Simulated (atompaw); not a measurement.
Ir: one change to a PAW (atompaw) potential, before and after

```
Element                 : iridium
Generator               : atompaw 4.2.0.5
Type                    : PAW
Functional              : PBEsol
Relativity              : scalar-relativistic
Frozen core             : [Kr] 4d10 4f14 5s2
Valence charge          : 15
Reference configuration : 5p6 5d7 6s2 6p0
Partial waves           : 6s (bound): rc 2.20 bohr; 6s channel at 0.7 Ry: rc 2.20 bohr; 5p (bound): rc 1.45 bohr; 6p (bound, empty): rc 1.60 bohr; 5d (bound): rc 2.20 bohr; 5d channel at 2.15 Ry: rc 2.20 bohr
Local potential         : bessel scheme, radius 2.00 bohr
Core correction         : smooth core density matched at 1.65 bohr
Augmentation charge     : besselshape compensation charge, radius 2.05 bohr; PAW radius 2.20 bohr; waves and projectors: custom polynom2 7 10 vanderbiltortho
```

All-electron outer shells of the reference configuration (PBEsol, scalar-relativistic, ld1.x):

```csv
shell,level (eV),outermost node (bohr),outermost maximum (bohr)
5s,-98.04,0.50,0.89
4f,-62.24,–,0.39
5p,-54.72,0.54,1.01
5d,-7.18,0.59,1.31
6s,-6.37,1.17,2.38
6p,-1.18,1.39,3.43
```

Change: local potential bessel scheme, radius 1.40 bohr.

Cutoffs: the cutoffs (Ry, on a coarse ladder) from which the occupation-weighted sum of valence levels, in a spherical-Bessel basis at the reference potential, stays within 10 and 1 mRy of its value at 400 Ry; they do not see the model core or the augmentation charge, which bear on the density cutoff.

What does the change do?

The potential gets softer (60 Ry and 230 Ry → 45 Ry and 230 Ry); both files keep a bound ghost (s).

```csv
quantity,base,changed
"cutoff, loose",60 Ry,45 Ry
"cutoff, tight",230 Ry,230 Ry
loose cutoff by channel (10 mRy a level),"s 6 Ry, p 25 Ry, d 15 Ry","s 8 Ry, p 25 Ry, d 15 Ry"
bound ghosts,s,s
s: phases at 2.20 bohr within 0.05 rad from the reference energy up to (Ry; the scan ends near 5),to the end of the scan,to the end of the scan
p: phases at 2.20 bohr within 0.05 rad from the reference energy up to (Ry; the scan ends near 5),to the end of the scan,to the end of the scan
d: phases at 2.20 bohr within 0.05 rad from the reference energy up to (Ry; the scan ends near 5),4.4,to the end of the scan
lowest overlap eigenvalue by channel,"s 0.16, p 0.55, d 0.93","s 0.14, p 0.77, d 0.91"
```

 A true bound ghost makes a file unfit for plane-wave use even where its test errors are small: the radial tests pick states by their node count and pass the ghost by. The cutoffs see the waves, projectors and local potential, not the compensation charge or the core.
